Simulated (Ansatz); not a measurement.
Basis sets compared for [MnCl4]- (MnCl₄⁻). The state is a quintet with charge -1. Geometry PBE-D4/def2-SVPD. Ansatz on 4 threads of Arm Neoverse V1 on a shared host; times are rough, and most runs start from earlier orbitals.

Cartesian coordinates in Å:
```
Mn 0.0000 0.0000 0.0000
Cl -1.6707 -1.4546 0.3744
Cl 0.7053 -0.8065 -1.9746
Cl 2.0051 0.3828 0.9381
Cl -1.0397 1.8783 0.6621
```

At HF/def2-TZVPD, PBE0-D4/def2-SVPD, PBE0-D4/def2-TZVPD the charge -1 quintet is spin-contaminated (final ⟨S²⟩ up to 6.17, 6.00 for a pure state).

```json
{"level": "HF/STO-3G", "functions": "54", "energy (Eh)": "-2956.3574", "HOMO (eV)": "-5.08", "LUMO (eV)": "8.48", "wall time": "0.55 s"}
{"level": "PBE-D4/def2-SVPD", "functions": "142", "energy (Eh)": "-2990.4555", "HOMO (eV)": "-2.40", "LUMO (eV)": "-1.34", "wall time": "3.7 s"}
{"level": "PBE0-D4/def2-SVPD", "functions": "142", "energy (Eh)": "-2990.6101", "HOMO (eV)": "-4.26", "LUMO (eV)": "-1.16", "wall time": "5.5 s"}
```

Q: Estimate the rows for HF/def2-TZVPD (with forces), PBE-D4/def2-TZVPD, PBE0-D4/def2-TZVPD (with forces).

A: 
```
                           level  functions  energy (Eh)  HOMO (eV)  LUMO (eV)  wall time
     HF/def2-TZVPD (with forces)        232   -2988.1328      -7.33       2.12       25 s
               PBE-D4/def2-TZVPD        232   -2991.2176      -2.25      -1.15      6.5 s
PBE0-D4/def2-TZVPD (with forces)        232   -2991.3645      -4.13      -0.89       18 s
```
